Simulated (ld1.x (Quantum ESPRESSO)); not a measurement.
**Before and after: TM potential for antimony**

Sb, norm-conserving Troullier–Martins (Kleinman–Bylander form), made with ld1.x (Quantum ESPRESSO) 7.5 (LDA (PZ), scalar-relativistic). Core [Kr], reference 4d10 5s2 5p3. Waves: 5s (bound): rc 1.60 bohr; 5p (bound): rc 2.25 bohr; 4d (bound): rc 1.00 bohr. Local part: the d channel. Core correction: none.

Change: core [Kr] 4d10, valence charge 5; reference 5s1.75 5p3.25; waves now 5p (bound): rc 2.55 bohr; 5s (bound): rc 2.00 bohr; local potential the s channel; core correction a·sin(br)/r model core inside 1.60 bohr.

Cutoffs: the cutoffs (Ry, on a coarse ladder) from which the occupation-weighted sum of valence levels, in a spherical-Bessel basis at the reference potential, stays within 10 and 1 mRy of its value at 400 Ry; they do not see the model core or the augmentation charge, which bear on the density cutoff. Errors are all-electron minus pseudo energies relative to the spin-unpolarised reference configuration.

Problem. What does the change do?

Solution. The potential gets softer (110 Ry and 140 Ry → 25 Ry and 35 Ry); the bound ghost in p, s disappears; the number of tests that count goes from 8 to 9. The shells moved into the core no longer need plane waves of their own. Several settings change at once here, so the effects cannot be laid on one of them.

```csv
quantity,base,changed
"cutoff, loose",110 Ry,25 Ry
"cutoff, tight",140 Ry,35 Ry
bound ghosts,"s, p",none
"tests counted (converged, no solver errors)",8 of 9,9 of 9
```

Base: Tests not counted: 4d9 5s2 5p3 (solver errors, printed error -2027 eV). A true bound ghost makes a file unfit for plane-wave use even where its test errors are small: the radial tests pick states by their node count and pass the ghost by. Where a test does run into it, the solver fails or the error is huge.
